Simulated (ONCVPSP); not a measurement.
**strontium (Sr): one change to an ONCV potential, before and after**

Sr, optimised norm-conserving Vanderbilt (ONCV), made with ONCVPSP 4.0.1 (LDA (Perdew-Wang 92), scalar-relativistic). Core [Ar] 3d10, reference 4s2 4p6 4d0.5 5s1.5. Waves: 4s+5s: rc 1.90 bohr, ncon 4, nbas 9, qcut 5.4 1/bohr, 2 projectors; 4p: rc 2.10 bohr, ncon 3, nbas 8, qcut 7.2 1/bohr, 1 projector; 4d: rc 3.85 bohr, ncon 3, nbas 8, qcut 3.9 1/bohr, 2 projectors, debl 2.3 Ha. Local part: polynomial inside 1.30 bohr (lpopt 5, dvloc0 6 Ha). Core correction: polynomial model core, fcfact 0.15.

All-electron outer shells of the reference configuration (LDA (PZ), scalar-relativistic, ld1.x):

| shell | level (eV) | outermost node (bohr) | outermost maximum (bohr) |
| --- | --- | --- | --- |
| 3d | -127.60 | – | 0.38 |
| 4s | -40.30 | 0.59 | 1.19 |
| 4p | -22.29 | 0.61 | 1.33 |
| 5s | -3.49 | 1.65 | 3.67 |
| 4d | -1.14 | 0.65 | 2.23 |

Change: local potential polynomial inside 1.30 bohr (lpopt 5, dvloc0 -0.5 Ha).

Cutoffs: the cutoffs (Ha) at which the residual kinetic energy of the hardest occupied pseudo-wave falls to 1 and 0.1 mHa per electron; they do not see the model core or the augmentation charge, which bear on the density cutoff. Errors are all-electron minus pseudo energies relative to the spin-unpolarised reference configuration.

Question: How do hardness, ghosts and transferability respond?

Answer: The potential gets neither clearly harder nor softer (11 Ha and 16 Ha → 11 Ha and 16 Ha); the errors of the 3 common tests hardly move; the range in which the s phases agree narrows (upper end at the end of the scan → 3.5); neither file shows a bound ghost.

| quantity | base | changed |
| --- | --- | --- |
| cutoff, loose | 11 Ha | 11 Ha |
| cutoff, tight | 16 Ha | 16 Ha |
| bound ghosts | none | none |
| GHOST(+) flags under 300 eV | none | s at 115.7 eV, d at 208.0 eV |
| tests with a reliable result | 3 of 4 | 3 of 4 |
| error for 4s2 4p6 4d0 5s2, meV [ΔE -1.15 eV] | +5.8 | +5.8 |
| error for 4s2 4p6 4d0 5s1, meV [ΔE 4.91 eV] | +12 | +12 |
| error for 4s2 4p6 4d0 5s1.5, meV [ΔE 1.26 eV] | +8.2 | +8.2 |
| s: phases at 1.92 bohr within 0.05 rad from the reference energy up to (Ha; the scan ends near 5) | to the end of the scan | 3.5 |
| p: phases at 2.13 bohr within 0.05 rad from the reference energy up to (Ha; the scan ends near 5) | 0.9 | 0.7 |
| d: phases at 3.92 bohr within 0.05 rad from the reference energy up to (Ha; the scan ends near 5) | 0.3 | 0.3 |
| rms error of d²Exc/dni dnj with the model core, mHa | 0.56 | 0.56 |
